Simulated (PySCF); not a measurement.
Pd²¹⁺: ionisation energy

Pd²¹⁺ [Ar] 3d7 (4F) → Pd²²⁺ [Ar] 3d6 (5D), as a difference of total energies. Computed with PySCF 2.14 in an even-tempered Gaussian basis (19 s from 2.1 bohr⁻², ratio 2.5; 13 p from 2.7 bohr⁻², ratio 2.5; 8 d from 2.7 bohr⁻², ratio 2.5; 4 f from 13 bohr⁻², ratio 2.7; 3 g from 20 bohr⁻², ratio 2.7), with scalar relativity by spin-free X2C-1e. Correlated levels: outer shells: [Ne] frozen; virtual orbitals above 40 to 60 times the deepest correlated orbital energy dropped. The calculations carry no spin-orbit coupling.

| method | ionisation energy (eV) |
| --- | --- |
| UHF | 1000.1 |
| LDA | 1001.4 |
| r2SCAN | 1002.4 |
| TPSSh | 1001.7 |
| B2PLYP | 1001.6 |
| MP2 (outer shells) | 1001.4 |
| SCS-MP2 (outer shells) | 1001.5 |

**Question.** Estimate what PBE0 gives.

**Answer.** 1001.7 eV, closest to TPSSh among the rows shown.

**Question.** Estimate what PBE gives.

**Answer.** 1001.5 eV, closest to SCS-MP2 (outer shells) among the rows shown.

A first-order spin-orbit estimate (lowest level to lowest level, LS coupling) adds 1.123 eV.

Breit and QED terms and the two-electron picture change are absent.

For comparison: 1000 ± 4 eV (theoretical estimate listed by NIST; NIST Atomic Spectra Database, ionization energies).
